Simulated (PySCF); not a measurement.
**Al (aluminium, neutral) across methods**

[Ne] 3s2 4s1, 2S determinant (an excited configuration). Calculation: PySCF 2.14, in aug-cc-pVTZ-DK (6s5p3d2f, 50 functions); the spin-free X2C one-electron Hamiltonian (Gaussian nucleus).

```
   method  E (hartree)  mean ε 3s β (eV)  mean ε 3s α (eV)  mean ε 4s α (eV)  Σ⟨r²⟩ (bohr²)   ⟨S²⟩
   M06-2X    -242.6867           -12.679           -12.623            -2.278          69.78  0.750
    B3LYP    -242.7150           -11.344           -11.420            -1.843          69.86  0.750
CAM-B3LYP    -242.6930           -12.784           -12.885            -2.318          69.78  0.750
      UHF   -242.20298           -13.477           -13.721            -2.555          71.88  0.750
     PBE0    -242.5748           -11.493           -11.601            -2.013          70.94  0.750
   revPBE    -242.6432           -10.519           -10.583            -1.740          71.33  0.750
   r2SCAN    -242.6496           -10.757           -10.766            -1.671          71.21  0.751
      PBE    -242.5559           -10.541           -10.622            -1.724          70.75  0.750
      LDA    -241.6307           -10.610           -10.706            -1.653          69.24  0.750
```

The outer electron is Rydberg-like, and this basis confines it to a smaller radius and binds it less than a complete one would.
